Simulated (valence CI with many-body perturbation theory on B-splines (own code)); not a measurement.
Run record, Os26+

Calculated by configuration interaction combined with many-body perturbation theory (CI+MBPT): four valence electrons over a frozen Dirac-Fock core [Kr] 4d10, radial functions for each j: 8 s, 8 p, 9 d, 9 f, 6 g, 3 h, 2 i, with the one-electron correlation potential Σ1 (screened to all orders), the two-electron term Σ2, the three-electron term Σ3, Breit, model QED; selected single and double excitations, second order for the rest (own B-spline code, finite nucleus).

Command, and the settings that its task file holds:

```sh
python run_cv.py task.json out
```

```
atom Os  Z=76  mass_number=192  rms_radius_fm=5.4126
core [Kr] 4d10
valence 4f4
avg = 1
basis = L
breit = 1
cap = 40000
capref = 1200
cscale = 1
de = 0.0
dress = 0
eps = 2e-08
h = 0.27
hh = 1
l2 = 3
lcore = 6
maxit = 60
n2 = 5
natural = 1
nlev = 60
nno = [5, 5, 6, 7, 5, 3, 2]
nroot = 26
nsp = [3, 3, 3, 2, 1, 0, 0]
pt2 = 1
qed = 1
rpa = 1
s1 = 1
s2 = 1
s3 = 1
screen = 1
tol = 2e-05
```

It took 4.8 min on 1 thread of Arm Neoverse V1, with other jobs on the host.

Log. The first blocks belong to the next ion, which gives the ionisation energy. Fields: 2J, parity (1 odd), roots, reference size, generating configurations, candidates as configurations/state functions, variational space P, stored matrix elements, Davidson steps; e2 is the range of second-order energies in hartree. The first line gives the box (bohr), its intervals, the orbitals and the steps of their self-consistent field. Window is the range of levels sought, series limit the energy at which the first omitted orbital would enter, core excitation an estimate of the first excitation out of the core, left out the lowest levels not solved, and shifts from estimates the range by which levels moved from their first estimate, all in cm⁻¹.

```
rmax 5.5 intervals 59 orbitals 82 references ['4f4', '4f3 5s', '4f3 5p', '4f2 5s2', '4f3 5d'] scf 5 t 1.9
2J=9 par=1 roots 2 ref 44 generators 4 cand 3298/12183 P 1045/3999 nnz 5e+06 it 4
2J=9 par=1 roots 2 ref 44 generators 7 cand 5435/19771 P 1843/6917 nnz 1.3e+07 it 5
   second order: generators 11 cand 7595/26851 e2 -0.00004 -0.00001
2J=11 par=1 roots 2 ref 33 generators 3 cand 3084/10676 P 1022/4000 nnz 4.6e+06 it 5
2J=11 par=1 roots 2 ref 33 generators 6 cand 5022/16830 P 1990/7343 nnz 1.4e+07 it 5
   second order: generators 11 cand 8114/27099 e2 -0.00003 -0.00001
2J=3 par=1 roots 2 ref 38 generators 4 cand 3208/8722 P 1360/3804 nnz 4.1e+06 it 4
2J=3 par=1 roots 2 ref 38 generators 7 cand 4940/13203 P 2053/5690 nnz 8.4e+06 it 5
   second order: generators 12 cand 8579/22722 e2 -0.00002 -0.00001
reference levels 830, estimated 89, window 146286 1/cm; series limit 4221485, core excitation 1725261
2J=8 par=0 roots 12 ref 62 generators 5 cand 4927/64058 P 469/7998 nnz 1.6e+07 it 11
2J=8 par=0 roots 12 ref 62 generators 5 cand 4620/58618 P 1711/24420 nnz 1.3e+08 it 9
   second order: generators 5 cand 3378/42196 e2 -0.00089 -0.00025
2J=10 par=0 roots 10 ref 49 generators 4 cand 4906/61752 P 454/7980 nnz 1.6e+07 it 13
2J=10 par=0 roots 10 ref 49 generators 4 cand 4602/56316 P 1575/23972 nnz 1.3e+08 it 9
   second order: generators 4 cand 3481/40324 e2 -0.00081 -0.00025
2J=12 par=0 roots 9 ref 41 generators 4 cand 4846/55099 P 493/7998 nnz 1.6e+07 it 12
2J=12 par=0 roots 9 ref 41 generators 4 cand 4515/49633 P 1875/24105 nnz 1.3e+08 it 10
   second order: generators 4 cand 3133/33526 e2 -0.00060 -0.00022
2J=4 par=0 roots 11 ref 55 generators 5 cand 4879/48466 P 631/7996 nnz 1.4e+07 it 8
2J=4 par=0 roots 11 ref 55 generators 5 cand 4458/43013 P 2474/25681 nnz 1.3e+08 it 8
   second order: generators 6 cand 5941/58770 e2 -0.00032 -0.00012
2J=14 par=0 roots 7 ref 25 generators 3 cand 4636/44888 P 574/7989 nnz 1.7e+07 it 7
2J=14 par=0 roots 7 ref 25 generators 3 cand 4240/39417 P 2070/23492 nnz 1.3e+08 it 7
   second order: generators 3 cand 2744/23914 e2 -0.00027 -0.00016
2J=2 par=0 roots 5 ref 31 generators 3 cand 4756/30646 P 960/7997 nnz 1.6e+07 it 5
2J=2 par=0 roots 5 ref 31 generators 3 cand 4079/25172 P 3246/22513 nnz 1.1e+08 it 6
   second order: generators 3 cand 1793/10656 e2 -0.00004 -0.00002
2J=16 par=0 roots 7 ref 18 generators 4 cand 4246/34091 P 778/7997 nnz 1.5e+07 it 7
...
2J=0 par=0 roots 3 ref 16 generators 4 cand 2307/5180 P 3665/8964 nnz 1.5e+07 it 4
   second order: generators 6 cand 9274/28119 e2 -0.00002 -0.00002
2J=18 par=0 roots 2 ref 7 generators 2 cand 3603/23526 P 895/7989 nnz 1.7e+07 it 4
2J=18 par=0 roots 2 ref 7 generators 2 cand 2994/18044 P 2179/17855 nnz 7.8e+07 it 5
   second order: generators 2 cand 1710/8178 e2 -0.00004 -0.00003
2J=20 par=0 roots 2 ref 3 generators 2 cand 2805/14903 P 1321/7998 nnz 1.7e+07 it 5
2J=20 par=0 roots 2 ref 3 generators 2 cand 1887/9408 P 2319/13316 nnz 4.4e+07 it 6
   second order: generators 2 cand 889/4090 e2 -0.00002 -0.00002
left out: unestimated 210764, estimated 159536, shifts from estimates -17 to 113
operators 5.6
```

The Davidson iterations converged.

The last digits are not significant, and no measured levels were compared; by estimate large intervals hold to a few tenths of a per cent, small ones and those within an open d or f shell to about a per cent. Core correlation moves these levels by up to 4700 cm⁻¹, and in measured spectra 5 to 20 % of such shifts remained as error; rates that hang on mixing are uncertain with them. Only levels of the ground parity were solved; by the run's estimate the other parity begins above the list, which can be wrong where configurations are misplaced.

```
Valence energy                            : -135.77 hartree
Ionisation energy                         : 844.33 eV (NIST: 870 ± 40 eV (theoretical))
Reference configurations for the orbitals : 4f4, 4f3 5s, 4f3 5p, 4f2 5s2, 4f3 5d
Radial orbitals                           : 82
Box radius                                : 5.531 bohr
Largest variational space                 : 25681
Lowest levels                             : 4f4 5I_4 0.0, 4f4 5I_5 18036, 4f4 5I_6 32497, 4f4 5F_2 [a] 36538, 4f4 5I_7 43293, 4f4 5F_1 45722, 4f4 3G_4 [a] 47172, 4f4 5I_8 51794, 4f4 5F_3 53378, 4f4 5G_2 56765, 4f4 5S_2 58671, 4f4 5G_3 59859, 4f4 3K_6 [a] 64265, 4f4 3G_5 [a] 67876 cm⁻¹
```

Names give the largest LS component (configuration and term), which can be under half, so a name can repeat, a term be missing and a line seem to break the LS rules; names also repeat where a configuration has a term twice. Letters in brackets count levels of one name in rising energy.
